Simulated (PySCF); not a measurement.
## From computed data to an observable: entropy of an ideal gas

Cd(H)(Et) (C2H6Cd), SMILES C[CH2][CdH].

The structure is a stationary point at B3LYP-D3(BJ)/def2-SVP. The def2 effective core potentials stand for the cores of Cd; spin–orbit coupling is left out.

B3LYP-D3(BJ)/def2-SVP (PySCF 2.14.0) gives the harmonic wavenumbers 185, 222, 420, 426, 498, 641, 935, 963, 1027, 1189, 1245, 1397, 1441, 1473, 1481, 1764, 3002, 3027, 3069, 3070, 3094 cm⁻¹ and the rotational temperatures 1.4235, 0.1370, 0.1292 K. The molar mass is 142.48 g/mol, the symmetry number 1, the spin multiplicity 1.

### Question
Work out the entropy at 298.15 K and 1 atm in the rigid-rotor, harmonic-oscillator model.

### Answer

Translation (Sackur–Tetrode at 1 atm): S = R[1.5 ln M + 2.5 ln T − 1.16487] = 170.6 J/(mol K).
Rotation: q = (√π/σ) T^1.5/√(θA θB θC) = 57500, S = R[ln q + 3/2] = 103.6 J/(mol K).
Vibration: with u = 1.4388 ν/T, each mode gives R[u/(e^u − 1) − ln(1 − e^−u)]:
| ν (cm⁻¹) | modes | u | S (J/(mol K)) |
|---|---|---|---|
| 185 | 1 | 0.89 | 9.53 |
| 222 | 1 | 1.07 | 8.13 |
| 420 | 1 | 2.03 | 3.73 |
| 426 | 1 | 2.06 | 3.65 |
| 498 | 1 | 2.40 | 2.77 |
| 641 | 1 | 3.09 | 1.61 |
| 935 | 1 | 4.51 | 0.51 |
| 963 | 1 | 4.65 | 0.45 |
| 1027 | 1 | 4.96 | 0.35 |
| 1189 | 1 | 5.74 | 0.18 |
| 1245 | 1 | 6.01 | 0.14 |
| 1397 | 1 | 6.74 | 0.08 |
| 1441 | 1 | 6.95 | 0.06 |
| 1473 | 1 | 7.11 | 0.06 |
| 1481 | 1 | 7.15 | 0.05 |
| 1764 | 1 | 8.51 | 0.02 |
The stiffer modes add less than 0.005 each. Sum 31.3 J/(mol K).
Spin: R ln 1 = 0.0 J/(mol K).
Total 305.5 J/(mol K); the program's own thermochemistry gives 305.5. Translation makes up 56 % and vibration 10 %. Anharmonicity, hindered rotation and orbital degeneracy are left out.
